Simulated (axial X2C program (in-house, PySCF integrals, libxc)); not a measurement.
Testing model relations on GeTe

A bond curve at the PBE0 level, with spin–orbit coupling, was computed with an in-house all-electron X2C program for linear molecules (integrals from PySCF) (basis Te dyall-cv3z [11s12p8d4f1g], Ge dyall-cv3z [9s9p7d4f1g] (cores contracted in-house)) for the state Ω = 0 (closed shell). Its fit gives Re = 2.3398 Å, ωe = 329.7 cm⁻¹, ωexe = 0.543 cm⁻¹ and αe = 1.556e-04 cm⁻¹; the masses are 129.9062 and 73.9212 u. Two-component means X2C with spin–orbit coupling and atomic mean-field Coulomb and Gaunt terms.

(1) Find the reduced mass, Be and the force constant.

(2) The dipole moment p changes by 4.02 D/Å at Re. What harmonic infrared intensity follows?

(3) Where do the fundamental and the first overtone lie?

(4) Estimate the centrifugal constant by the Kratzer relation.

(5) Give B0, the J = 1←0 line in GHz and the most populated J at 300 K (kT = 208.5 cm⁻¹).

The state is a single determinant with fixed occupations, the lowest that a limited PBE0 search found.

Answers

(1) From the PBE0 values: μ = 47.1125 u. Be = 16.8576/(μ Re²) = 0.06536 cm⁻¹. k = 5.8918×10⁻⁷ μ ωe² = 3.02 mdyn/Å.

(2) I = 42.256 × (dp/dR)²/μ = 14 km/mol.

(3) ν(1←0) = ωe − 2ωexe = 328.6 cm⁻¹; ν(2←0) = 2ωe − 6ωexe = 656.1 cm⁻¹.

(4) D = 4Be³/ωe² = 1.03e-08 cm⁻¹.

(5) B0 = Be − αe/2 = 0.06528 cm⁻¹; 2B0 = 3.914 GHz; J(max) ≈ √(kT/2B0) − 1/2 = 39.5, so J = 39.
